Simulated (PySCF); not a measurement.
Members of one series of related molecules.

All values: CAM-B3LYP/def2-SVPD (PySCF) at PBE0-D3(BJ)/def2-SVP geometries, gas phase, one conformer each. Core orbitals are frozen in the response; Δα² is half the sum of the squared differences of the principal polarisabilities. The calculation is non-relativistic, for gallium and bromine too.

(1) Rank by mean static polarisability, lowest first.
A. `CC#[N+][GaH2-][CH](C)C`
B. `C(C)#[N+][GaH2-][CH3]`
C. `CC#[N+][GaH2-]/[CH]=N/C`
D. `C=[N][GaH2-][N+]#CC`
E. `CC#[N+][GaH2-][CH2][SiH3]`
F. `CC#[N+][GaH2-][C](F)=C(F)F`

(2) Rank by polarisability anisotropy Δα, lowest first.
A. `[CH2:1]=[N:2][GaH2-:3][N+:4]#[C:5][CH3:6]` with C1–N2–Ga3–N4 1°, N2–Ga3–N4–C5 0°
B. `[CH3:1][C:2]#[N+:3][GaH2-:4][CH2:5][SiH3:6]` with N3–Ga4–C5–Si6 -51°
C. `[CH3:1][C:2]#[N+:3][GaH2-:4][CH:5]([CH3:6])[CH3:7]` with N3–Ga4–C5–C6 -63°
D. `[CH3:1][C:2]#[N+:3][GaH2-:4]/[CH:5]=[N:6]/[CH3:7]` with C2–N3–Ga4–C5 2°, N3–Ga4–C5–N6 -2°
E. `[CH3:1][C:2]#[N+:3][GaH2-:4][CH2:5][Cl:6]` with N3–Ga4–C5–Cl6 179°

(3) Rank by vertical ionisation energy (ΔSCF), highest first.
A. `CC#[N+][GaH2-][CH2][SiH3]`
B. `CC#[N+][GaH2-][C](F)=C(F)F`
C. `CC#[N+][GaH2-][Br]`
D. `CC#[N+][GaH2-]/[CH]=N/C`
E. `C=[N][GaH2-][N+]#CC`
F. `CC#[N+][GaH2-][CH2]N`

Results:

(1) B (11.54 Å³), D (12.34 Å³), F (12.90 Å³), C (14.30 Å³), A (15.07 Å³), E (15.37 Å³).

(2) C (2.73 Å³), B (3.70 Å³), A (5.00 Å³), D (5.85 Å³), E (6.29 Å³).

(3) C (9.31 eV), A (9.01 eV), B (8.86 eV), F (8.63 eV), D (8.48 eV), E (7.97 eV).

All values together:

```
                    SMILES     formula  μ (D)  HOMO (eV)  LUMO (eV)  α (Å³)  Δα (Å³)  electrons  α per electron (Å³)  ΔSCF removal energy (eV)
   CC#[N+][GaH2-]/[CH]=N/C    C4H9GaN2   5.63      -7.78       0.63   14.30     5.85         78                0.183                      8.48
     CC#[N+][GaH2-][CH2]Cl   C3H7ClGaN   9.95      -8.08       0.18   13.43     6.29         80                0.168                      8.92
    C=C[CH2][GaH2-][N+]#CC    C5H10GaN   6.19      -7.43       0.58   14.99     5.79         78                0.192                      8.09
       CC#[N+][GaH2-][CH3]     C3H8GaN   7.52      -8.27       0.38   11.54     3.76         64                0.180                      9.11
CC#[N+][GaH2-][C](F)=C(F)F   C4H5F3GaN   7.67      -7.99       0.23   12.90     5.01         94                0.137                      8.86
       C=[N][GaH2-][N+]#CC    C3H7GaN2   7.95      -7.27       0.35   12.34     5.00         70                0.176                      7.97
      CC#[N+][GaH2-][CH2]N    C3H9GaN2   5.91      -7.86       0.64   12.49     3.65         72                0.173                      8.63
     CC#[N+][GaH2-][CH2]CC    C5H12GaN   7.41      -7.89       0.36   15.15     3.62         80                0.189                      8.55
      CC#[N+][GaH2-][CH2]F    C3H7FGaN   5.32      -8.41       0.39   11.17     3.54         72                0.155                      9.28
 CC#[N+][GaH2-][CH2][SiH3]  C3H10GaNSi   6.74      -8.36       0.39   15.37     3.70         80                0.192                      9.01
    CC#[N+][GaH2-][CH](C)C    C5H12GaN   7.17      -7.59       0.36   15.07     2.73         80                0.188                      8.22
        CC#[N+][GaH2-][Br]   C2H5BrGaN   8.30      -8.32       0.17   12.53     3.50         90                0.139                      9.31
```

Conformers: `[CH3:1][C:2]#[N+:3][GaH2-:4]/[CH:5]=[N:6]/[CH3:7]` with C2–N3–Ga4–C5 2°, N3–Ga4–C5–N6 -2°; `[CH3:1][C:2]#[N+:3][GaH2-:4][CH2:5][Cl:6]` with N3–Ga4–C5–Cl6 179°; `[CH2:1]=[CH:2][CH2:3][GaH2-:4][N+:5]#[C:6][CH3:7]` with C1–C2–C3–Ga4 -107°, C2–C3–Ga4–N5 49°, C3–Ga4–N5–C6 -27°; `[CH3:1][C:2]#[N+:3][GaH2-:4][C:5]([F:6])=[C:7]([F:8])[F:9]` with C2–N3–Ga4–C5 0°, N3–Ga4–C5–F6 -5°; `[CH2:1]=[N:2][GaH2-:3][N+:4]#[C:5][CH3:6]` with C1–N2–Ga3–N4 1°, N2–Ga3–N4–C5 0°; `[CH3:1][C:2]#[N+:3][GaH2-:4][CH2:5][NH2:6]` with C2–N3–Ga4–C5 22°, N3–Ga4–C5–N6 -49°, Ga4–C5–N6–H -57° and -173°; `[CH3:1][C:2]#[N+:3][GaH2-:4][CH2:5][CH2:6][CH3:7]` with N3–Ga4–C5–C6 -61°, Ga4–C5–C6–C7 180°; `[CH3:1][C:2]#[N+:3][GaH2-:4][CH2:5][F:6]` with C2–N3–Ga4–C5 26°, N3–Ga4–C5–F6 -41°; `[CH3:1][C:2]#[N+:3][GaH2-:4][CH2:5][SiH3:6]` with N3–Ga4–C5–Si6 -51°; `[CH3:1][C:2]#[N+:3][GaH2-:4][CH:5]([CH3:6])[CH3:7]` with N3–Ga4–C5–C6 -63°.

By how much does the ΔSCF value exceed −ε(HOMO) over the species that have both?

By 0.64 to 0.99 eV, 0.77 eV on average, over 12 species.
